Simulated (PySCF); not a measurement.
Below is a simulated gas-phase C 1s photoelectron spectrum of `[SiH3]C1=C[P-]C=C1`.

Every computed line was given a Gaussian of 1.0 eV full width at half maximum and an area set by the number of equivalent atoms; the highest printed point is 100. Theory: delta-SCF UKS SCAN, pcX-2 on the ionised atom, pcseg-1 elsewhere, spin-free X2C (PySCF).

binding energy (eV), intensity and a bar:
```
    282.8          0 
    282.9          0 
    283.0          1 
    283.1          2 
    283.2          3 #
    283.3          5 ##
    283.4          9 ###
    283.5         15 ####
    283.6         23 #######
    283.7         33 ##########
    283.8         45 #############
    283.9         58 #################
    284.0         72 ######################
    284.1         84 #########################
    284.2         94 ############################
    284.3         99 ##############################
    284.4        100 ##############################
    284.5         96 #############################
    284.6         88 ##########################
    284.7         76 #######################
    284.8         63 ###################
    284.9         50 ###############
    285.0         38 ###########
    285.1         27 ########
    285.2         19 ######
    285.3         12 ####
    285.4          8 ##
    285.5          5 #
    285.6          3 #
    285.7          1 
    285.8          1 
    285.9          0 
    286.0          0 
    286.1          0
```

Question: How many maxima does the curve show, and how many computed lines lie under it?

Answer: The curve has 1 maximum (at 284.4 eV). Under it lie 4 lines from 4 inequivalent carbon sites. At this width some lines have no maximum of their own.

Question: Decompose the envelope and assign each component. Numbering: `[SiH3:1][c:2]1[cH:3][cH:4][p-:5][cH:6]1`.

Answer: 
| position (eV) | relative area | line | atoms | environment |
| --- | --- | --- | --- | --- |
| 284.25 | 1 | C 1s | C4 | aromatic CH carbon |
| 284.28 | 1 | C 1s | C6 | aromatic CH carbon |
| 284.35 | 1 | C 1s | C2 | substituted aromatic carbon |
| 284.62 | 1 | C 1s | C3 | aromatic CH carbon |

Question: What are the centre and the root-mean-square width of the whole band?

Answer: The area-weighted mean of the lines is 284.37 eV. Their own spread about it is 0.14 eV (rms) and each Gaussian has σ = 1.0/2.355 = 0.42 eV; the variances add, which gives 0.45 eV.

The listed C 1s values span 0.37 eV, from C4 (bonded to C (aromatic in the SMILES), H and P (aromatic in the SMILES)) to C3 (bonded to 2 C (aromatic in the SMILES) and H). The widest gap between neighbouring values is 0.27 eV, between 284.35 and 284.62 eV. The values 284.25 and 284.28 eV lie too close for their order to be trusted.

The curve has no shake-up lines and no vibrational structure. The species carries charge -1, so core ionisation leaves a neutral species. The basis sets have no added diffuse functions. Geometry: GFN2-xTB; no solvent, vibrations or thermal averaging. GFN2-xTB frequencies show an imaginary mode (23i cm⁻¹), so this geometry is no minimum at that level.

On an Arm Neoverse V1 with one thread, on a shared host, this took 77 s of wall time and 0.66 GiB of memory at its peak.
